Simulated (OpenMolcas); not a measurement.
**Sm V: effect of the active space**

```
Program             : OpenMolcas
Method              : SS-CASPT2 or its RAS form, IPEA 0.25 Eh, imaginary shift 0.1 Eh
Basis               : ANO-RCC-VTZP
Scalar Hamiltonian  : DKH2, point nucleus
Spin-orbit coupling : RASSI with atomic mean-field integrals over the reference wave functions, term energies averaged over their components
```

A. 4 electrons in 7 orbitals (4f); 2S+1 = 5 even, 35 roots; 2S+1 = 3 even, 210 roots; 2S+1 = 1 even, 196 roots (181 in the spin-orbit step); closed shells correlated: 5s 5p; CASPT2 step about 4 core-minutes
B. 4 electrons in 12 orbitals (RAS2 4f; RAS3 5d, at most 1 electron); 2S+1 = 5 even, 35 roots; 2S+1 = 3 even, 126 roots kept (CI in the orbitals of an earlier block); 2S+1 = 1 even, 122 roots kept (CI in the orbitals of an earlier block); 2S+1 = 5 odd, 175 roots (15 in the spin-orbit step); 2S+1 = 3 odd, 108 roots kept (CI in the orbitals of an earlier block, 0 in the spin-orbit step); 2S+1 = 1 odd, 13 roots kept (CI in the orbitals of an earlier block, 0 in the spin-orbit step); closed shells correlated: 5s 5p; CASPT2 step about 4 core-minutes
C. 4 electrons in 14 orbitals (RAS2 4f; RAS3 5f, at most 2 electrons); 2S+1 = 5 even, 21 roots; 2S+1 = 3 even, 35 roots kept (CI in the orbitals of an earlier block); 2S+1 = 1 even, 17 roots kept (CI in the orbitals of an earlier block, 0 in the spin-orbit step); closed shells correlated: 5s 5p; CASPT2 step about 27 core-minutes

Energies in cm⁻¹ above 4f⁴ ⁵I₄.

```csv
Level,A,B,C
4f⁴ ⁵I₄,0.0,0.0,0.0
4f⁴ ⁵I₅,2040,2030,2050
4f⁴ ⁵I₆,4270,4260,4310
4f⁴ ⁵I₇,6600,6590,6670
4f⁴ ⁵I₈,8990,8990,9050
4f⁴ ⁵F₁,16250,16230,16880
4f⁴ ⁵F₂,16830,16820,17580
4f⁴ ⁵F₃,18010,18000,18560
4f⁴ ⁵S₂,18970,18990,19790
4f⁴ ⁵F₄,19260,19280,19720
```

The spin-orbit steps hold different terms of 4f⁴ (B lacks among others a ¹D, ¹F, a ¹G, a ¹H, a ¹I; C lacks among others ¹D, ¹F, ¹G, ¹H, ¹I), which shifts levels as well.

Among A to C the level of the table that moves most is 4f⁴ ⁵S₂, by 820 cm-1 (lowest in A, highest in C). Moves below CASPT2's spread within the term are not significant.

CASPT2 does not keep the components of a term degenerate, so their means are used; among the terms shown or strongly mixed into the levels shown the widest spread is 240 cm-1 (4f⁴ ⁵I, A). High states are left out of the spin-orbit mixing, which shifts the levels that they would mix with. Each CASPT2 term energy is a mean over a sample of three components (holds for B; C). Active for correlation alone: 5f; no level in the range computed is led by a configuration that fills it, so any true level of that kind is missing (holds for C). Only configurations of the active space appear. Levels that lie high or do not pair safely by name in every column are left out.
